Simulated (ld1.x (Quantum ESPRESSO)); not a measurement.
Results of a calculation; reference values are marked as such.
# Potentials for silicon compared

Generated with ld1.x 7.5 (TM, RRKJ, ultrasoft, PAW), atompaw 4.2 or ONCVPSP 4.0.1. The cutoff is in Ry: for ld1.x and atompaw files where the sum of valence levels is converged to 10 mRy in a Bessel basis, for ONCV files where the hardest occupied wave has 1 mHa per electron of residual kinetic energy. The error is the largest all-electron minus pseudo excitation energy over each file’s own four to seven test configurations (ionisations up to +4, promotions, holes and added fractions of an electron), all of which were solved. The labels leave out finer settings (local radius, basis sizes, second energies), which also bear on the numbers. Spin-polarised tests are not counted. The rows are a selection from randomly drawn settings: files with unsolved tests, undetermined cutoffs or missed reference levels are left out.

| potential | cutoff (Ry) | largest error (meV) | bound ghosts |
| --- | --- | --- | --- |
| TM semilocal, PBE, scalar-relativistic, rc 1.80/1.65 (sp), local p, core correction no, reference 3s2 3p1.75 | 15 | +11 | none |
| ultrasoft, PBE, non-relativistic, rc 1.60/1.75/1.95 (spd), local smoothed, core correction no, reference 3s1.5 3p2.5 | 12 | -10 | none |
| ultrasoft, LDA (PZ), non-relativistic, rc 1.90/1.75 (sp), local smoothed, core correction no, reference 3s1.75 3p2.25 | 8 | +175 | none |
| ultrasoft, LDA (PZ), fully relativistic, rc 1.70/2.10/1.75 (spd), local smoothed, core correction no, reference 3s1 3p3 | 10 | +16 | none |
| ultrasoft, LDA (PZ), non-relativistic, rc 2.00/2.25/2.45 (spd), local smoothed, core correction no, reference 3s2 3p1 | 8 | +177 | none |
| ultrasoft, PBE, scalar-relativistic, rc 1.65/2.05 (sp), local smoothed, core correction yes, reference 3s2 3p0.5 | 12 | -26 | none |

(1) Fill in the row for Si: TM, LDA (PZ), scalar-relativistic, rc 1.35/1.65 (sp), local p, core correction yes, reference 3s2 3p1.

(2) Fill in the row for Si: ultrasoft, LDA (PZ), non-relativistic, rc 1.55/1.40/1.40 (spd), local smoothed, core correction no, reference 3s2 3p2.

Results:

(1) cutoff 35 Ry, largest error +31 meV, bound ghosts: none.

(2) cutoff 15 Ry, largest error +174 meV, bound ghosts: none.
